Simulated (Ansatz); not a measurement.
C2H7GeNO (`[CH3][Ge]1([OH])[CH2][NH]1`), relaxed with RKS PBE0-D4/def2-TZVP in Ansatz from a PBE-D4/def2-SVP geometry. The force threshold is 0.005 eV/Å; the program also tests the step.

The species carries charge 0 and has multiplicity 1.

Start:

```xyz
12

C     1.044    0.082    1.571
Ge    0.356    0.037   -0.247
O     1.645    0.620   -1.355
C    -1.258   -0.860   -0.827
N    -1.340    0.642   -0.748
H     1.935   -0.570    1.651
H     1.335    1.117    1.832
H     0.267   -0.275    2.273
H     1.221    0.960   -2.167
H    -1.374   -1.282   -1.845
H    -1.805   -1.461   -0.070
H    -2.026    0.991   -0.066
```

By how much does the energy fall, and how many steps does the optimiser take? (Best estimate.)

The calculation gave: 6.16 kJ/mol, in 6 steps.

Which bonds change most? (Estimate.)

The calculation gave: Ge2–C4 from 1.935 to 1.909 Å; Ge2–O3 from 1.798 to 1.772 Å; Ge2–N5 from 1.870 to 1.849 Å; C4–H11 from 1.110 to 1.090 Å.

Give the relaxed structure. (Best estimate.)

Computed: 
```xyz
12

C     1.036    0.089    1.564
Ge    0.338    0.050   -0.233
O     1.607    0.605   -1.338
C    -1.235   -0.850   -0.830
N    -1.341    0.648   -0.722
H     1.920   -0.546    1.630
H     1.315    1.110    1.826
H     0.280   -0.273    2.260
H     1.226    0.886   -2.175
H    -1.344   -1.229   -1.844
H    -1.787   -1.447   -0.104
H    -2.015    0.956   -0.033
```
